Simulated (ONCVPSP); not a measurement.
# Logarithmic derivatives: aluminium (Al), ONCV

Al, optimised norm-conserving Vanderbilt (ONCV), made with ONCVPSP 4.0.1 (PBE, scalar-relativistic). Core [Ne], reference 3s2 3p0.5 (charge +0.5). Waves: 3s: rc 2.20 bohr, ncon 4, nbas 7, qcut 3.3 1/bohr, 2 projectors, debl 0.3 Ha; 3p: rc 2.20 bohr, ncon 3, nbas 6, qcut 4.1 1/bohr, local. Local part: the p channel. Core correction: Teter function fitted to the true core (icmod 2), fcfact 0.55.

In the s channel the program set the typed energies aside and used -0.408, 0.250 Ha.

The phase is arctan(r·R′/R) of the radial function R(r), unwrapped; energies in Ha, scanned from -2 to 5 Ha. A pole is an energy at which the radial function vanishes at the test radius. The pseudo phase is shifted by a multiple of π to meet the all-electron one at the reference energy, and phase errors are pseudo minus all-electron; the curves can meet again beyond the range given. Levels narrower than the energy grid can be missing from the lists of poles.

```
channel  radius (bohr)  reference energy (Ha)  poles, all-electron  poles, pseudo  unbroken range about the reference energy with phases within 0.05 rad  phase error 1 Ha above the reference energy (rad)
      s           2.24                  -0.41                 0.75     0.75, 4.67                                                              below 2.2                                             -0.000
      p           2.24                  -0.21                 1.18           1.11                                                              below 1.8                                             -0.010
```

Phases in the p channel:

```csv
E (Ha),all-electron,pseudo
-1.98,1.237,1.228
-1.80,1.207,1.200
-1.62,1.171,1.163
-1.44,1.124,1.117
-1.26,1.062,1.055
-1.08,0.974,0.967
-0.90,0.844,0.837
-0.72,0.637,0.631
-0.54,0.299,0.295
-0.36,-0.185,-0.186
-0.18,-0.656,-0.656
0.00,-0.976,-0.977
0.18,-1.172,-1.175
0.36,-1.299,-1.304
0.54,-1.387,-1.393
0.72,-1.452,-1.461
0.90,-1.504,-1.516
1.08,-1.548,-1.563
1.26,-1.588,-1.608
1.44,-1.626,-1.652
1.62,-1.664,-1.701
1.80,-1.706,-1.758
1.98,-1.755,-1.834
2.16,-1.815,-1.947
2.34,-1.899,-2.144
2.52,-2.028,-2.550
2.70,-2.254,-3.301
2.88,-2.697,-3.920
3.06,-3.388,-4.214
3.24,-3.918,-4.364
3.42,-4.189,-4.452
3.60,-4.335,-4.512
3.78,-4.425,-4.555
3.96,-4.485,-4.588
4.14,-4.529,-4.615
4.32,-4.563,-4.637
4.50,-4.590,-4.657
4.68,-4.613,-4.675
4.86,-4.632,-4.691
```
